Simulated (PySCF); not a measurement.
A side-by-side comparison of computed properties.

First species: C5H6N4S.
Numbering: `[CH3:1][S:2][c:3]1[n:4][n:5][c:6]([C:7]#[N:8])[n:9]1[CH3:10]` (hydrogens: H11, H12, H13 on C1; H14, H15, H16 on C10)

Second species: C₅H₁₆NPSi.
Cartesian coordinates in Å at the GFN2-xTB level; atoms count from 1:
```
atom  x, y, z in Å
C1    -2.9269    0.6714   -0.8748
C2    -1.8293    0.1754    0.0583
C3    -0.5575   -0.1863   -0.6979
P4     0.8098   -0.5014    0.5095
C5     0.3624   -2.0528    1.3604
C6     2.2173   -0.9761   -0.5825
N7     1.0760    0.5883    1.5975
Si8    1.5880    2.2112    1.3850
H9    -2.6072    1.5699   -1.3981
H10   -3.8271    0.9050   -0.3116
H11   -3.1722   -0.0877   -1.6158
H12   -2.1880   -0.6996    0.6061
H13   -1.5829    0.9471    0.7928
H14   -0.7091   -1.0554   -1.3420
H15   -0.2407    0.6538   -1.3235
H16   -0.4474   -1.8439    2.0557
H17    1.2281   -2.3878    1.9288
H18    0.0625   -2.8208    0.6501
H19    1.9695   -1.8167   -1.2263
H20    3.0599   -1.2350    0.0571
H21    2.4926   -0.1160   -1.1904
H22    0.6564    3.0204    0.5783
H23    2.8988    2.3284    0.7229
H24    1.6553    2.7284    2.7480
```

Levels: PBE0/pcSseg-1 for dipole moment, HOMO energy, LUMO energy and HOMO–LUMO gap; GFN2-xTB for rotational constant A and rotational constant C. Geometries: GFN2-xTB. Each structure is a single optimised conformer of the isolated species, non-relativistic unless stated. Electronic properties by PySCF.

The conformers computed, where there is a choice (atom-mapped SMILES and torsion angles):
- `[CH3:1][S:2][c:3]1[n:4][n:5][c:6]([C:7]#[N:8])[n:9]1[CH3:10]`: C1–S2–C3–N4 0°
- `[CH3:1][CH2:2][CH2:3][P:4]([CH3:5])([CH3:6])=[N:7][SiH3:8]`: C1–C2–C3–P4 170°, C2–C3–P4–C5 69°

```csv
property,column X,column Y
dipole moment,4.25 D,5.96 D
HOMO energy,-6.51 eV,-7.02 eV
LUMO energy,0.70 eV,-1.38 eV
HOMO–LUMO gap,7.21 eV,5.64 eV
rotational constant A,1.463 GHz,3.061 GHz
rotational constant C,0.738 GHz,0.592 GHz
```

Problem. Which column belongs to which species?

Solution. Column X is the second species and column Y the first. The first has 16 atoms and 80 electrons, the second 24 and 82.

Problem. How does each property change from the first species to the second?

Solution. dipole moment -1.71 D; HOMO energy +0.51 eV; LUMO energy +2.08 eV; HOMO–LUMO gap +1.57 eV; rotational constant A -1.598 GHz; rotational constant C +0.146 GHz.

On the first: The dipole matches unit charges of opposite sign 1.24 Å apart (1 e·Å = 4.8032 D). A dipole of 5.96 D is allowed in Cs, and pure rotational transitions are dipole-allowed.

On the second: The dipole equals about 14.2 × 10⁻³⁰ C·m (1 D = 3.33564 × 10⁻³⁰ C·m).
